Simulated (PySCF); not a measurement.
**SmH3(NH3) at several levels of theory**

Computed with PySCF 2.14.0 (density fitting, no spin-orbit coupling) at the geometry relaxed with PBE0:

```xyz
8
SmH3(NH3) (singlet in the valence; each metal's 4f electrons, 5 of them, lie in its core potential, out of spins and levels)
Sm    0.2456   -0.2456    0.2456
H     1.2414    1.2844    1.2414
H    -1.2844   -1.2414    1.2414
H     1.2414   -1.2414   -1.2844
N    -1.2324    1.2324   -1.2324
H    -1.8438    1.8438   -0.6864
H    -0.6864    1.8438   -1.8438
H    -1.8438    0.6864   -1.8438
```

| level | basis | state | HOMO (eV) | gap (eV) | charge on Sm1 (e) | population of f-type functions on Sm1 (polarisation alone where 4f lies in the core) | dipole about the centre of mass (D) | largest force component (eV/Å) |
| --- | --- | --- | --- | --- | --- | --- | --- | --- |
| PBE0 | Sm lcecp-1-SVP with ECP51, H def2-SVP, N def2-SVP | singlet | -6.16 | 5.58 | 0.62 | 0.03 | 5.75 | 0.00 |
| PBE0 | Sm lcecp-1-TZVP with ECP51, H def2-TZVP, N def2-TZVP | singlet | -6.20 | 5.48 | 0.82 | 0.03 | 5.63 | 0.22 |

In the lcecp rows the 4f levels are missing from HOMO and gap, and the state counts the valence alone.

Charges are Mulliken's, which hang on the basis. The relaxation used the grid (50, 194), these runs (75, 302) or, all-electron (x2c bases, spin-free X2C Hamiltonian), (99, 590).

Q: A further run in the first row's basis gives HOMO (eV) -4.98, gap (eV) 3.50, charge on Sm1 (e) 0.43, population of f-type functions on Sm1 (polarisation alone where 4f lies in the core) 0.02, dipole about the centre of mass (D) 5.70, largest force component (eV/Å) 0.24. Which level was it?
A. M06-L
B. PBE

A: B. The others give HOMO -5.29 eV (M06-L).

In the first row's basis the gap widens with exact exchange: 3.5 to 4.4 eV for PBE, M06-L (none); 5.6 eV for PBE0 (a fixed share).

An lcecp potential fixes the number of 4f electrons, so in runs with it no electron can move into or out of that shell.
